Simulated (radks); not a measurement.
Results of a calculation; reference values are marked as such.
Task: Species: the zirconium ion Zr+. Configuration: [Kr] 4d2 5d1 (not the ground configuration). Level of theory: Dirac Kohn-Sham, AM05, spin-unpolarised, spherical densities, finite nucleus; open shells fill j = l - 1/2 first; Fermi nuclear charge, rms radius 4.2694 fm (a radial shooting solver on a logarithmic mesh with Libxc functionals). Some entries of the table are withheld. Estimate them.

orbital  occ.  eigenvalue (eV)  <1/r> (bohr^-1)  <r> (bohr)
1s1/2       2        -17802.62            41.22     0.03710
2s1/2       2        -2475.291            9.331      0.1625
2p1/2       2              (1)            9.309      0.1388
2p3/2       4              (2)            8.907      0.1431
3s1/2       2        -413.4519            3.157      0.4589
3p1/2       2        -336.1907            3.054      0.4553
3p3/2       4        -322.5308            2.957      0.4659
3d3/2       4              (3)            2.755      0.4505
3d5/2       6              (4)            2.730      0.4541
4s1/2       2         -64.2688            1.121       1.213
4p1/2       2              (5)           0.9989       1.344
4p3/2       4              (6)           0.9723       1.375
4d3/2       2         -12.8768           0.6570       2.018
4d5/2       0         -12.7225           0.6513       2.035
5d3/2       1          -3.7771           0.1863       6.789
5d5/2       0          -3.7635           0.1859       6.808

Result: 
(1) 2p1/2 eigenvalue (eV): -2267.743
(2) 2p3/2 eigenvalue (eV): -2182.064
(3) 3d3/2 eigenvalue (eV): -186.0144
(4) 3d5/2 eigenvalue (eV): -183.5161
(5) 4p1/2 eigenvalue (eV): -43.4988
(6) 4p3/2 eigenvalue (eV): -41.7078
